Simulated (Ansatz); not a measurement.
A structure drawn as `CB(S)O[SiH3]`, with this starting geometry:

Cartesian coordinates in Å:
```
C 0.3959 1.6458 0.4856
B -0.3912 0.3208 0.7141
S -0.1659 -0.5554 2.3507
O -1.3265 -0.2544 -0.2831
Si -0.4948 -1.2409 -1.3127
H 1.4626 1.5202 0.4404
H 0.0859 2.0810 -0.5459
H 0.1153 2.3863 1.2178
H 0.9651 -1.3213 1.8207
H 0.6286 -0.4779 -1.9733
H 0.0897 -2.3475 -0.5582
H -1.3646 -1.7568 -2.3560
```

The species carries charge 0 and has multiplicity 1.

Task: Does it keep its bonds when Ansatz relaxes it at PBE-D4/def2-SVP and then PBE0-D4/def2-TZVP?

Result: Yes, every drawn bond is still there and no new one forms.

Task: Give the relaxed structure. (Estimate.)

Result: The calculation gave: 
Z-matrix (Å, degrees):
```
C
B 1 1.566
H 1 1.091 2 114.2
H 1 1.095 2 109.7 3 121.9
H 1 1.095 2 109.6 3 -121.8
S 2 1.821 1 117.8 3 0.3
O 2 1.358 1 119.2 3 -179.7
H 6 1.344 2 98.6 1 -179.3
Si 7 1.642 2 142.0 1 -176.4
H 9 1.488 7 111.4 2 -17.8
H 9 1.483 7 108.8 2 102.6
H 9 1.481 7 107.8 2 -137.8
```
The lowest mode is -16 cm⁻¹.

Atoms count as bonded under 1.1 times the sum of their covalent radii (H–H under 0.85 Å, pairs among N, O and F under 1.55 Å), and a drawn bond as lost past 1.3 times.
